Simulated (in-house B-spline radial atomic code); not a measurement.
RPA and G0W0 for H⁻, 1s2, as one setting changes: the share of exact exchange in the PBE hybrid start. A dash marks a level of low quasi-particle weight. Computed with a B-spline radial code for spherical atoms: all electrons, non-relativistic, point nucleus, each spin shell either full or empty, empty states to l = 9 with an (l + 1/2)⁻⁴ tail; G0W0 by contour deformation at full frequency.

| share of exact exchange in the PBE hybrid start | mean-field level (eV) | G0W0 level (eV) | RPA correlation (Eh) |
| --- | --- | --- | --- |
| 0.6 | -0.326 | - | -0.057198 |
| 0.7 | ? | ? | ? |
| 0.8 | -1.025 | 1s -0.961 | -0.052879 |
| 0.9 | ? | ? | ? |
| 1 | -1.762 | 1s -1.073 | -0.049318 |

Problem. What belongs in the row for 0.7?

Solution. mean-field level (eV): -0.670; G0W0 level (eV): -; RPA correlation (Eh): -0.054925.

Problem. What belongs in the row for 0.9?

Solution. mean-field level (eV): -1.390; G0W0 level (eV): 1s -1.027; RPA correlation (Eh): -0.051019.

Problem. At what share of exact exchange does G0W0 leave the highest level unchanged?

Solution. Near 0.78, where the shift changes sign (-0.202 eV at 0.7, +0.064 eV at 0.8).
